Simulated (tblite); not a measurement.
C5H8BrO (doublet state).
SMILES with atom numbers: `[CH3:1][C@@H:2]([Br:3])[C@@H:4]1[CH:5][O:6][CH2:7]1` (hydrogens: H8, H9, H10 on C1; H11 on C2; H12 on C4; H13 on C5; H14, H15 on C7)

Computed with GFN2-xTB (tblite), gas phase: L-BFGS steps from a force-field or distance-geometry start until the largest atomic force falls under 0.01 eV/Å.

At the end of the run (lengths in Å): C4–C7 1.539, C5–H13 1.072, C2–C4 1.526, O6–C7 1.432, C7–H14 1.091, C1–H10 1.088, C2–H11 1.093, C4–C5–O6 94.8°, C1–C2–Br3 109.5°, C2–C4–C5 116.7°, C1–C2–C4 114.6°, C1–C2–C4–C5 40°, C2–C4–C5–O6 -121°, C4–C5–O6–C7 4°, H11–C2–C1–H8 -54°, H8–C1–C2–Br3 61°.

**Question.** These geometries were met on the way; a selection of coordinates is given. Order them by energy above the end point, lowest first.
A. C4–C7 1.545, C5–H13 1.069, C2–C4 1.529, O6–C7 1.437, C7–H14 1.093, C1–H10 1.087, C2–H11 1.093, C4–C5–O6 95.3°, C1–C2–Br3 110.2°, C2–C4–C5 113.8°, C1–C2–C4 114.6°, C1–C2–C4–C5 56°, C2–C4–C5–O6 -124°, C4–C5–O6–C7 5°, H11–C2–C1–H8 -17°, H8–C1–C2–Br3 97°
B. C4–C7 1.535, C5–H13 1.080, C2–C4 1.533, O6–C7 1.432, C7–H14 1.088, C1–H10 1.085, C2–H11 1.093, C4–C5–O6 94.9°, C1–C2–Br3 108.1°, C2–C4–C5 119.8°, C1–C2–C4 116.8°, C1–C2–C4–C5 61°, C2–C4–C5–O6 -110°, C4–C5–O6–C7 -6°, H11–C2–C1–H8 -3°, H8–C1–C2–Br3 111°
C. C4–C7 1.535, C5–H13 1.073, C2–C4 1.533, O6–C7 1.426, C7–H14 1.090, C1–H10 1.087, C2–H11 1.094, C4–C5–O6 95.1°, C1–C2–Br3 111.7°, C2–C4–C5 117.1°, C1–C2–C4 115.5°, C1–C2–C4–C5 60°, C2–C4–C5–O6 -118°, C4–C5–O6–C7 -1°, H11–C2–C1–H8 -7°, H8–C1–C2–Br3 108°
D. C4–C7 1.493, C5–H13 1.117, C2–C4 1.485, O6–C7 1.397, C7–H14 1.126, C1–H10 1.121, C2–H11 1.125, C4–C5–O6 91.6°, C1–C2–Br3 106.5°, C2–C4–C5 116.4°, C1–C2–C4 117.0°, C1–C2–C4–C5 61°, C2–C4–C5–O6 -118°, C4–C5–O6–C7 -1°, H11–C2–C1–H8 -5°, H8–C1–C2–Br3 109°
E. C4–C7 1.529, C5–H13 1.071, C2–C4 1.517, O6–C7 1.435, C7–H14 1.089, C1–H10 1.081, C2–H11 1.083, C4–C5–O6 93.7°, C1–C2–Br3 106.3°, C2–C4–C5 117.2°, C1–C2–C4 116.7°, C1–C2–C4–C5 61°, C2–C4–C5–O6 -115°, C4–C5–O6–C7 -3°, H11–C2–C1–H8 -4°, H8–C1–C2–Br3 111°

**Answer.** A (0.100 eV), C (0.166 eV), B (0.276 eV), E (0.472 eV), D (0.783 eV).

```csv
step,E above end (eV),"rms distance from the end, all atoms (Å)",largest force (eV/Å),rms shift of all bonds from the end (Å)
28,0.100,0.400,0.124,0.005
14,0.166,0.475,0.376,0.005
5,0.276,0.522,0.421,0.007
2,0.472,0.536,1.004,0.009
0,0.783,0.545,2.138,0.030
```

Rows stand in the order of the answer.
